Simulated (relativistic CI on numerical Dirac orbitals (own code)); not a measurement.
**Cr5+: q coefficients and field-shift factors**

These numbers are calculated, not measured: Dirac-Coulomb-Breit CI, orbitals from a KLI potential per configuration, valence Slater integrals scaled by 0.85, P86 correlation energy added to each configuration, derivatives by finite differences, QED left out (own radial code, finite nucleus).

Configurations in the expansion (outside the closed core [Ne]): 3s²3p⁶3d, 3s²3p⁵3d², 3s²3p⁶4s, 3s²3p⁶4p, 3s3p⁶3d², 3s²3p⁶4d, 3s²3p⁶4f. Double excitations out of closed p, d and f shells are left out; levels of such configurations are missing from the list, as are those of other unlisted configurations, and high levels can miss mixing partners.

With x = (α/α₀)² − 1 an excitation energy changes as ω = ω₀ + qx; K = 2q/ω₀ is the relative enhancement. Terms are leading LS components, so labels can repeat. The field-shift factor is F = δν/δ⟨r²⟩ for the transition from the lowest level.

Lowest level 3s²3p⁶3d ²D3/2.

```csv
Level,ω₀ (cm⁻¹),q (cm⁻¹),K,F (GHz/fm²)
3s²3p⁶3d ²D5/2,898,884.9,1.97,0.00456
3s²3p⁶4s ²S1/2,234817,-4878,-0.0415,2.6
3s²3p⁶4p ²P°1/2,303392,-3924,-0.0259,0.932
3s²3p⁶4p ²P°3/2,305131,-2156,-0.0141,0.931
3s²3p⁵3d² ⁴D°1/2,328551,2246,0.0137,0.414
3s²3p⁵3d² ⁴D°3/2,329051,2679,0.0163,0.415
3s²3p⁵3d² ⁴D°5/2,329892,3411,0.0207,0.416
3s²3p⁵3d² ⁴D°7/2,331123,4566,0.0276,0.417
3s²3p⁵3d² ⁴G°11/2,344667,1880,0.0109,0.438
3s²3p⁵3d² ⁴G°9/2,346042,2620,0.0151,0.434
3s²3p⁵3d² ⁴G°7/2,347570,3780,0.0218,0.43
3s²3p⁵3d² ⁴P°5/2,347572,2697,0.0155,0.44
3s²3p⁵3d² ⁴G°5/2,349103,5076,0.0291,0.428
```

At this charge configurations can still be misplaced by up to about 7 % of their energy.
